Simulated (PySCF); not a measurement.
In(Me)(OH)2(MeCN), C3H8InNO2, singlet (GFN2-xTB optimised geometry):

```
15

In    -1.149    -1.112     0.000
C     -1.343    -2.432    -1.749
H     -2.348    -2.836    -1.812
H     -0.617    -3.231    -1.646
H     -1.123    -1.834    -2.624
O     -1.270    -1.614     1.919
H     -1.436    -2.541     2.072
O     -1.333     0.845     0.000
H     -1.694     1.112     0.845
C      2.081     0.461     1.903
C      1.694    -0.409     0.842
N      1.362    -1.112     0.000
H      1.282     0.444     2.647
H      2.196     1.474     1.518
H      3.013     0.125     2.354
```

Computed with B3LYP/def2-TZVP, def2 effective core potentials past Kr (PySCF 2.14.0).

**Question.** What are the frontier orbital energies and the dipole moment?

**Answer.** HOMO-2 -7.64 eV, HOMO-1 -7.42 eV, HOMO -7.10 eV, LUMO -0.75 eV, LUMO+1 -0.42 eV; dipole moment 3.60 D.

On the same geometry PBE/def2-TZVP, def2 effective core potentials past Kr run with PySCF gives HOMO-2 -6.33 eV, HOMO-1 -6.11 eV, HOMO -5.88 eV, LUMO -1.46 eV, LUMO+1 -1.03 eV; dipole moment 3.57 D.
